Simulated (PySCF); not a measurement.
Predicted microwave data (PySCF, PBE0-D3(BJ)/def2-SVP geometry optimisation, gas phase) for one isomer of C2H9BO2Si:

- Rotational constants: A = 7114, B = 1463, C = 1314 MHz
- Dipole components: |μa| = 0.82 D, |μb| = 1.27 D, |μc| = 1.00 D
- Inertial defect: -31.67 u·Å²
- κ: -0.95

Question: Which structure is it? (One computed conformer of each.)
A. `[BH2:1][CH2:2][O:3][SiH2:4][O:5][CH3:6]` with H–B1–C2–O3 6° and -177°, B1–C2–O3–Si4 32°, C2–O3–Si4–O5 151°, O3–Si4–O5–C6 -56°
B. `[OH:1][B:2]([OH:3])[CH2:4][CH2:5][SiH3:6]` with H–O1–B2–O3 180°, O1–B2–O3–H 180°, O1–B2–C4–C5 179°, B2–C4–C5–Si6 -179°

Answer: A. It is BCO[SiH2]OC, a near-prolate asymmetric top, point group C1. The candidates at the same level (rigid rotor, commonest isotopes):

```csv
SMILES,A (MHz),B (MHz),C (MHz),μa (D),μb (D),μc (D),Δ (u·Å²),point group,rotor
BCO[SiH2]OC,7114,1463,1314,0.82,1.27,1.00,-31.67,C1,near-prolate asymmetric top
OB(O)CC[SiH3],7384,1077,961.9,1.86,0.76,0.05,-12.19,Cs,near-prolate asymmetric top
```

`OB(O)CC[SiH3]` has C 27 % too low. No structure here is proved a minimum.
